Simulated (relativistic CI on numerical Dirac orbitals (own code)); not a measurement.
# Rh4+ (4d5) in a crystal field

Calculated by Dirac-Coulomb-Breit CI, KLI orbitals optimised for each configuration, model QED, valence Slater integrals scaled by 0.7, one configuration in a parametric crystal field (own radial code).

Field parameters in Wybourne normalisation: Oh B⁴₀ = 21Dq, B⁴₄ = √(5/14) B⁴₀. The field is a parameter set, without covalency.

S is read from ⟨S²⟩ = S(S + 1).

Levels (cm⁻¹, degeneracy): 0 (2), 2747 (4), 17988 (4), 18374 (2), 19093 (4), 19458 (2), 23977 (2), 24065 (4), 24359 (4), 24458 (2), 26410 (2), 26412 (4).

Which field gives this pattern?
A. Oh, 10Dq = 30450 cm⁻¹
B. Oh, 10Dq = 42050 cm⁻¹
C. Oh, 10Dq = 36250 cm⁻¹
D. Oh, 10Dq = 24650 cm⁻¹

A. Oh, 10Dq = 30450 cm⁻¹, ground level with S = 0.53.
